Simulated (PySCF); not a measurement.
# Working out the ionisation energy of Pb+

Pb+ [Xe] 4f14 5d10 6s2 6p1 (2P) → Pb(2+) [Xe] 4f14 5d10 6s2 (1S). Computed with PySCF 2.14 in aug-cc-pwCVTZ-PP with ECP60MDF, with a scalar-relativistic core potential. Frozen: nothing. Energies in hartree (1 hartree = 27.21139 eV):

```csv
part,Pb+ (lower),Pb(2+) (upper)
UHF,-191.594991,-191.109436
MP2 opposite-spin,-0.462714,-0.454731
MP2 same-spin,-0.235233,-0.227498
```

Problem. What does Hartree-Fock give?

Solution. (-191.109436) − (-191.594991) = 0.485555 hartree = 13.213 eV.

Problem. What do MP2 and SCS-MP2 (6/5 opposite-spin, 1/3 same-spin) give?

Solution. The opposite-spin parts differ by 0.217 eV and the same-spin parts by 0.210 eV. MP2: 13.213 + (0.217) + (0.210) = 13.640 eV. SCS-MP2: 13.213 + 1.2 × (0.217) + (0.210)/3 = 13.543 eV.

Measured between the centres of the two terms (NIST): 13.869 eV, so MP2 (valence and next inner shell) is off by -0.229 eV.

What remains against the reference includes basis incompleteness and correlation beyond second order.
